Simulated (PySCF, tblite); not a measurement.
Isomers of C3H10F2OSi2, one GFN2-xTB conformer each. Single-point energies are computed at PBE0/pcSseg-1 (PySCF, gas phase, no added dispersion term), electronic only.

```json
{"SMILES": "C[Si](C)(CF)O[SiH2]F", "GFN2-xTB relative energy (kcal/mol)": "0.0"}
{"SMILES": "FC(F)OCC([SiH3])[SiH3]", "GFN2-xTB relative energy (kcal/mol)": "99.8"}
{"SMILES": "C[SiH2]O[Si@H](C)C(F)F", "GFN2-xTB relative energy (kcal/mol)": "40.6"}
{"SMILES": "FC(F)O[C@H]([SiH3])C[SiH3]", "GFN2-xTB relative energy (kcal/mol)": "98.7"}
```

Conformers: `[CH3:1][Si:2]([CH3:3])([CH2:4][F:5])[O:6][SiH2:7][F:8]` with C1–Si2–C4–F5 -65°, C1–Si2–O6–Si7 -25°, Si2–O6–Si7–F8 -23°; `[F:1][CH:2]([F:3])[O:4][CH2:5][CH:6]([SiH3:7])[SiH3:8]` with F1–C2–O4–C5 -88°, C2–O4–C5–C6 77°, O4–C5–C6–Si7 178°; `[CH3:1][SiH2:2][O:3][Si@H:4]([CH3:5])[CH:6]([F:7])[F:8]` with C1–Si2–O3–Si4 -52°, Si2–O3–Si4–C5 152°, O3–Si4–C6–F7 -60°; `[F:1][CH:2]([F:3])[O:4][C@H:5]([SiH3:6])[CH2:7][SiH3:8]` with F1–C2–O4–C5 -164°, C2–O4–C5–Si6 -94°, O4–C5–C7–Si8 -45°.

Q: What does PBE0/pcSseg-1 give for the same structures?

A: 
```
                    SMILES  PBE0/pcSseg-1 E (Eh)  PBE0/pcSseg-1 (kcal/mol)  GFN2-xTB (kcal/mol)  point group
      C[Si](C)(CF)O[SiH2]F            -973.67853                       0.0                  0.0           C1
    C[SiH2]O[Si@H](C)C(F)F            -973.60849                      44.0                 40.6           C1
    FC(F)OCC([SiH3])[SiH3]            -973.50280                     110.3                 99.8           C1
FC(F)O[C@H]([SiH3])C[SiH3]            -973.49513                     115.1                 98.7           C1
```

Both levels put the same isomer lowest; measured from each level's own lowest isomer, the values differ by up to 16.4 kcal/mol (FC(F)O[C@H]([SiH3])C[SiH3]: 98.7 against 115.1). As drawn, the lowest has an Si–O bond and an Si–F bond, which the highest lacks; the highest has two fluorines on one carbon, which the lowest lacks.

Q: Which frontier levels, dipoles and rotational constants go with these structures?

A: 
```json
{"SMILES": "C[Si](C)(CF)O[SiH2]F", "HOMO (eV, PBE0/pcSseg-1)": "-7.99", "LUMO (eV)": "0.75", "dipole (D)": "1.99", "A, B, C (MHz)": "2007, 751.4, 698.1"}
{"SMILES": "C[SiH2]O[Si@H](C)C(F)F", "HOMO (eV, PBE0/pcSseg-1)": "-8.00", "LUMO (eV)": "0.51", "dipole (D)": "2.30", "A, B, C (MHz)": "1801, 906.5, 672.9"}
{"SMILES": "FC(F)OCC([SiH3])[SiH3]", "HOMO (eV, PBE0/pcSseg-1)": "-8.82", "LUMO (eV)": "0.31", "dipole (D)": "2.82", "A, B, C (MHz)": "2323, 720.2, 634.1"}
{"SMILES": "FC(F)O[C@H]([SiH3])C[SiH3]", "HOMO (eV, PBE0/pcSseg-1)": "-8.08", "LUMO (eV)": "0.42", "dipole (D)": "2.88", "A, B, C (MHz)": "1397, 1104, 648.0"}
```

Q: What happens when harmonic zero-point energies from GFN2-xTB frequencies are added?

A: 
```csv
SMILES,ZPE (kcal/mol),electronic (kcal/mol),with ZPE (kcal/mol)
C[Si](C)(CF)O[SiH2]F,79.4,0.0,0.0
C[SiH2]O[Si@H](C)C(F)F,77.5,44.0,42.1
FC(F)OCC([SiH3])[SiH3],74.5,110.3,105.4
FC(F)O[C@H]([SiH3])C[SiH3],74.1,115.1,109.8
```

The zero-point energies span 5.3 kcal/mol. The order is unchanged.
